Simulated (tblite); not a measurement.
Run record: tight-binding relaxation, `[H]/[C]=C(\[O][GeH3])C(C)=O` [radical].

Computed with GFN2-xTB geometry optimisation, gas phase (tblite 0.8.0). Start geometry: from a force field or distance geometry. A driver script takes a list of jobs; this job's settings line and coordinates (Å) are shown.

Command:
```bash
OMP_NUM_THREADS=1 python probes_run.py task.json out
```

Input:
```
{"job": {"kind": "relax", "xc": "GFN2-xTB", "basis": "xTB"}, "charge": 0, "multiplicity": 2}
C     -0.335300     0.998900    -1.646600
C      0.168800     0.335800    -0.621600
O     -0.608000    -0.175100     0.437800
Ge    -2.427300     0.002500     0.555300
C      1.630200     0.104000    -0.551300
C      2.233300    -0.642200     0.584100
O      2.379900     0.543200    -1.481200
H     -1.392800     1.210700    -1.750300
H     -2.800400     1.494300     0.604600
H     -3.100300    -0.679000    -0.657200
H     -2.918300    -0.696900     1.861000
H      1.809500    -1.669200     0.634400
H      3.334700    -0.716000     0.474200
H      2.025200    -0.111500     1.534600
```

Output:
```
step      E/eV     max force
  0    -599.99655    4.013
  1    -600.12491    4.149
  2    -600.23825    0.707
  3    -600.26825    0.607
  4    -600.31408    0.547
  5    -600.32850    0.599
  6    -600.35353    0.586
  7    -600.37596    0.466
  8    -600.38969    0.412
  9    -600.40565    0.371
... (39 lines left out)
 49    -600.48841    0.014
 50    -600.48843    0.013
 51    -600.48847    0.016
 52    -600.48851    0.017
 53    -600.48855    0.018
 54    -600.48858    0.012
 55    -600.48860    0.011
 56    -600.48863    0.015
 57    -600.48866    0.013
 58    -600.48867    0.008
```

«max force» is the largest atomic force in eV/Å.

Q: From which step on does the largest force stay under 0.1 eV/Å, and how much energy is left to gain from there?

A: From step 31 (0.089 eV/Å), 7.9 meV above the end.

Main results: energy lowered by 11.3 kcal/mol over 58 steps; largest atomic force 0.008 eV/Å at the end.

Hardware: an Arm Neoverse V1 with one thread (shared host). Cost: 0.36 s.
Labels such as C1 count atoms from 1, the log's own numbers from 0.
